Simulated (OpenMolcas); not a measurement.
Mo4+ (d2) among equal point charges was computed by CASSCF with the d shell active (OpenMolcas, ANO-RCC-VDZP on the metal). Its lowest spin-free states, and all those of the highest spin:

```tsv
2S+1	Degeneracy	E (cm-1)
3	1	0.0
3	2	906.0
3	1	2950
3	2	5886
3	1	6648
1	1	11261
1	1	11964
1	1	12866
1	2	12992
3	2	15364
1	1	17502
1	2	18180
3	1	25010
```

**Question.** Is the site octahedral, tetrahedral or cube-like, axial, or of lower symmetry?

**Answer.** The states with 2S+1 = 3 have orbital degeneracies 1, 2, 1, 2, 1, 2, 1. There are pairs but no triples, so the site is axial: not cubic, but with a proper or improper axis of order three or more. The run had Mo4+ among 4 point charges of -0.98 e arranged as a square (D4h), 2.17 Å from the ion.

Spin-orbit coupling mixes the spin-free states strongly: the lowest level takes only 56 % from its leading state, 3A2. Without dynamic correlation the repulsion within the d shell is too large (B by tens of per cent), so at a given field states of lower spin stand too high. Point charges carry no covalency, so the field is a model and not that of real ligands. No measured value stands beside these numbers.
